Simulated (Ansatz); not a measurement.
Basis-set series for Br3FTi, SMILES `[F][Ti]([Br])([Br])[Br]`. The species carries charge 0 and has multiplicity 1. Geometry: relaxed with PBE0-D4/def2-TZVP.

```tsv
functional	basis	functions	energy (Eh)	HOMO (eV)	LUMO (eV)
PBE0-D4	def2-TZVPP	239	-8670.91845	-8.82	-3.70
PBE0-D4	def2-QZVPP	417	-8671.09774	-8.82	-3.70
ωB97M-V	def2-TZVPP	239	-8671.58175	-10.89	-1.67
ωB97M-V	def2-QZVPP	417	-8671.75367	-10.90	-1.68
```

Question: Give the rows for def2-SVP. (Best estimate.)

Answer: Computed: 
```json
{"functional": "PBE0-D4", "basis": "def2-SVP", "functions": "141", "energy (Eh)": "-8669.74049", "HOMO (eV)": "-8.76", "LUMO (eV)": "-3.81"}
{"functional": "ωB97M-V", "basis": "def2-SVP", "functions": "141", "energy (Eh)": "-8670.40706", "HOMO (eV)": "-10.80", "LUMO (eV)": "-1.74"}
```

Scalar relativity is left out up to krypton.
